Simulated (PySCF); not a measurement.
Species: C4H9PSe.
Z-matrix (Å and degrees, PBE0-D3(BJ)/def2-SVP geometry), rows numbered from 1:
```
C 
C   1  1.3323
P   2  1.8131  1  121.58
Se  3  2.0960  2  116.36  1     1.99
C   3  1.8345  2  104.00  1  -126.60
C   5  1.5188  3  113.15  2  -174.48
H   1  1.0940  2  121.46  3   179.24
H   1  1.0970  2  120.08  3    -0.93
H   2  1.0973  1  121.79  3  -179.35
H   3  1.4269  2  101.99  1   128.03
H   5  1.1024  3  104.96  2    63.83
H   5  1.1039  3  107.30  2   -50.34
H   6  1.1012  5  111.59  3    63.32
H   6  1.1001  5  110.55  3  -176.68
H   6  1.1002  5  110.48  3   -56.63
```

Linear response at CAM-B3LYP/def2-SVPD (PySCF, frozen core in the response, non-relativistic). Relativistic effects, spin–orbit coupling among them, are left out although an element past zinc is present.

Static isotropic polarisability: 104.57 au (15.50 Å³), principal values 82.5, 112.4, 118.9 au.

Q: What is the polarisability at 1064 nm and at the sodium D line?

A: 105.80 au at 1064 nm (+1.2 %), 108.79 au at 589.3 nm (+4.0 %). The rise at 589.3 nm is 3.42 times that at 1064 nm; a pure ω² law gives 3.26. The lowest singlet lies at 266 nm, shorter than both wavelengths.

Q: What is the isotropic C6 coefficient between two such molecules, C6 = (3/π)∫α(iω)² dω?

A: 3852 au (Eh·bohr⁶) by a ten-point quadrature over imaginary frequencies, which is 2300 eV·Å⁶ or 222 J·nm⁶/mol.

Q: Which effective excitation energy ω̄ makes London's formula C6 = (3/4)α²ω̄ exact here?

A: ω̄ = 4·C6/(3α²) = 0.470 Eh = 12.8 eV. A one-pole form α(ω) = α/(1 − ω²/ω̄²) fitted to the 1064 nm value gives 10.8 eV. London's choice of the ionisation energy (8.11 eV, ΔSCF at the same level) gives C6 = 2450 au, 37 % too low.

Q: The lowest 10 singlets have (eV, f): 4.67, 0.000; 4.75, 0.008; 5.00, 0.018; 5.06, 0.022; 5.65, 0.014; 5.81, 0.051; 6.05, 0.023; 6.25, 0.046; 6.46, 0.015; 6.60, 0.086. What share of the static polarisability do they carry in the sum over states α = Σ f/ω²?

A: 5.98 au, 5.7 % of α; the largest term, 1.47 au, is that of the state at 6.60 eV. Their oscillator strengths add up to 0.28. Higher states carry the rest.

Q: How many electrons N does the Slater–Kirkwood formula C6 = (3/4)·√N·α^(3/2) need to give this C6?

A: N = (4·C6/3)²/α³ = 23.1; the species has 82 electrons in all.

Q: What does −C6/R⁶ come to at R = 12 Å between centres?

A: -74 J/mol. This is the leading, orientation-averaged term; C8 and higher terms are left out.

Q: What three-body coefficient follows from the one-pole estimate C9 = (3/4)·α·C6?

A: 302000 au. This is an estimate from the two numbers above, not a computed integral.

Q: What molar refraction at the D line follows from R = (4π/3)·N_A·α′, with α′ the polarisability volume?

A: α′ = 16.12 Å³ gives R = 40.67 cm³/mol, for isolated, non-vibrating species.

Time: 3.3 min; peak memory 1.0 GiB. Hardware: an AMD EPYC 7R43 with one thread (shared host). This is the whole response run at CAM-B3LYP/def2-SVPD, SCF included.

One conformer stands for the species.
